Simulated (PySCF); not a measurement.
# Basis-set dependence of population analyses: `CCO[SiH2]S[SiH3]`

Compound: C2H10OSSi2.
SMILES with atom numbers: `[CH3:1][CH2:2][O:3][SiH2:4][S:5][SiH3:6]` (hydrogens: H7, H8, H9 on C1; H10, H11 on C2; H12, H13 on Si4; H14, H15, H16 on Si6)

PBE0 throughout (PySCF), one geometry, spherical d and f functions. One conformer (not necessarily the lowest) at the PBE0-D3(BJ)/def2-SVP geometry, without solvent, vibrations or thermal averaging. Atoms taken as equivalent share a column and are averaged. The first 7 of 10 kinds of atom are listed.

Mulliken charges (e):

```csv
basis,functions,C1,C2,O3,Si4,S5,Si6,H7/H8/H9
STO-3G,52,-0.242,-0.046,-0.371,+0.616,-0.208,+0.426,+0.082
6-31G,86,-0.503,-0.060,-0.725,+0.816,-0.452,+0.457,+0.179
6-31G*,116,-0.546,-0.074,-0.569,+0.630,-0.406,+0.320,+0.186
def2-SVP,146,-0.111,+0.140,-0.503,+0.605,-0.435,+0.355,+0.052
pcSseg-1,173,-0.307,+0.019,-0.638,+0.751,-0.532,+0.436,+0.123
"6-311+G(2d,p)",246,-0.547,-0.072,-0.526,+0.618,-0.239,+0.235,+0.152
def2-TZVP,264,-0.358,-0.051,-0.340,+0.353,-0.313,+0.174,+0.125
```

IAO charges (e):

| basis | functions | C1 | C2 | O3 | Si4 | S5 | Si6 | H7/H8/H9 |
| --- | --- | --- | --- | --- | --- | --- | --- | --- |
| STO-3G | 52 | -0.409 | -0.129 | -0.453 | +0.734 | -0.313 | +0.506 | +0.136 |
| 6-31G | 86 | -0.443 | -0.071 | -0.594 | +0.732 | -0.388 | +0.371 | +0.152 |
| 6-31G* | 116 | -0.425 | -0.040 | -0.630 | +0.876 | -0.434 | +0.510 | +0.144 |
| def2-SVP | 146 | -0.413 | -0.034 | -0.625 | +0.886 | -0.434 | +0.524 | +0.140 |
| pcSseg-1 | 173 | -0.422 | -0.040 | -0.637 | +0.889 | -0.439 | +0.523 | +0.143 |
| 6-311+G(2d,p) | 246 | -0.435 | -0.044 | -0.646 | +0.907 | -0.445 | +0.539 | +0.147 |
| def2-TZVP | 264 | -0.436 | -0.041 | -0.648 | +0.921 | -0.449 | +0.548 | +0.147 |

Hirshfeld charges (e):

```json
{"basis": "STO-3G", "functions": "52", "C1": "-0.050", "C2": "+0.063", "O3": "-0.244", "Si4": "+0.433", "S5": "-0.191", "Si6": "+0.329", "H7/H8/H9": "+0.017"}
{"basis": "6-31G", "functions": "86", "C1": "-0.102", "C2": "+0.028", "O3": "-0.261", "Si4": "+0.365", "S5": "-0.207", "Si6": "+0.275", "H7/H8/H9": "+0.041"}
{"basis": "6-31G*", "functions": "116", "C1": "-0.102", "C2": "+0.027", "O3": "-0.229", "Si4": "+0.344", "S5": "-0.193", "Si6": "+0.279", "H7/H8/H9": "+0.041"}
{"basis": "def2-SVP", "functions": "146", "C1": "-0.118", "C2": "+0.012", "O3": "-0.214", "Si4": "+0.357", "S5": "-0.155", "Si6": "+0.288", "H7/H8/H9": "+0.043"}
{"basis": "pcSseg-1", "functions": "173", "C1": "-0.120", "C2": "+0.009", "O3": "-0.224", "Si4": "+0.366", "S5": "-0.174", "Si6": "+0.292", "H7/H8/H9": "+0.044"}
{"basis": "6-311+G(2d,p)", "functions": "246", "C1": "-0.120", "C2": "+0.003", "O3": "-0.233", "Si4": "+0.363", "S5": "-0.165", "Si6": "+0.288", "H7/H8/H9": "+0.045"}
{"basis": "def2-TZVP", "functions": "264", "C1": "-0.123", "C2": "+0.003", "O3": "-0.225", "Si4": "+0.357", "S5": "-0.159", "Si6": "+0.283", "H7/H8/H9": "+0.045"}
```

ESP-fitted charges (e):

```json
{"basis": "STO-3G", "functions": "52", "C1": "-0.445", "C2": "+0.239", "O3": "-0.369", "Si4": "+0.511", "S5": "-0.295", "Si6": "+0.359", "H7/H8/H9": "+0.120"}
{"basis": "6-31G", "functions": "86", "C1": "-0.470", "C2": "+0.424", "O3": "-0.610", "Si4": "+0.616", "S5": "-0.474", "Si6": "+0.440", "H7/H8/H9": "+0.129"}
{"basis": "6-31G*", "functions": "116", "C1": "-0.440", "C2": "+0.388", "O3": "-0.428", "Si4": "+0.393", "S5": "-0.333", "Si6": "+0.288", "H7/H8/H9": "+0.117"}
{"basis": "def2-SVP", "functions": "146", "C1": "-0.367", "C2": "+0.379", "O3": "-0.420", "Si4": "+0.393", "S5": "-0.289", "Si6": "+0.266", "H7/H8/H9": "+0.097"}
{"basis": "pcSseg-1", "functions": "173", "C1": "-0.402", "C2": "+0.430", "O3": "-0.472", "Si4": "+0.464", "S5": "-0.351", "Si6": "+0.355", "H7/H8/H9": "+0.104"}
{"basis": "6-311+G(2d,p)", "functions": "246", "C1": "-0.435", "C2": "+0.361", "O3": "-0.381", "Si4": "+0.274", "S5": "-0.234", "Si6": "+0.194", "H7/H8/H9": "+0.117"}
{"basis": "def2-TZVP", "functions": "264", "C1": "-0.427", "C2": "+0.369", "O3": "-0.373", "Si4": "+0.293", "S5": "-0.234", "Si6": "+0.207", "H7/H8/H9": "+0.113"}
```

Some averages cover members that differ in this geometry, most widely: H7/H8/H9, ESP-fitted in 6-31G +0.106 to +0.141 e.

Which scheme is steadiest as the basis changes?

Largest range over the bases for any column: Hirshfeld 0.09 e, IAO 0.20 e, ESP-fitted 0.34 e, Mulliken 0.46 e. Hirshfeld charges move least and Mulliken charges most, counted in e. Without the minimal STO-3G basis the ranges are Hirshfeld 0.05, IAO 0.19, ESP-fitted 0.34, Mulliken 0.46 e.

How much do the charges still move between the two largest bases, 6-311+G(2d,p) and def2-TZVP?

At most, over all atoms: Mulliken 0.265 e, IAO 0.013 e, Hirshfeld 0.008 e, ESP-fitted 0.020 e.

What do the same runs give for the total energy, the frontier levels and the dipole moment?

| basis | energy (Eh) | HOMO (eV) | LUMO (eV) | μ (D) |
| --- | --- | --- | --- | --- |
| STO-3G | -1121.0462 | -3.47 | 5.91 | 0.64 |
| 6-31G | -1133.9226 | -7.49 | -0.07 | 1.49 |
| 6-31G* | -1134.0799 | -7.44 | 0.12 | 1.45 |
| def2-SVP | -1133.7202 | -7.49 | 0.34 | 1.23 |
| pcSseg-1 | -1134.0861 | -7.59 | 0.04 | 1.37 |
| 6-311+G(2d,p) | -1134.2239 | -7.53 | -0.25 | 1.20 |
| def2-TZVP | -1134.2428 | -7.55 | 0.01 | 1.20 |

The dipole is fixed by the density alone, so its range of 0.85 D shows that the density itself changes with the basis, not only its division among atoms.
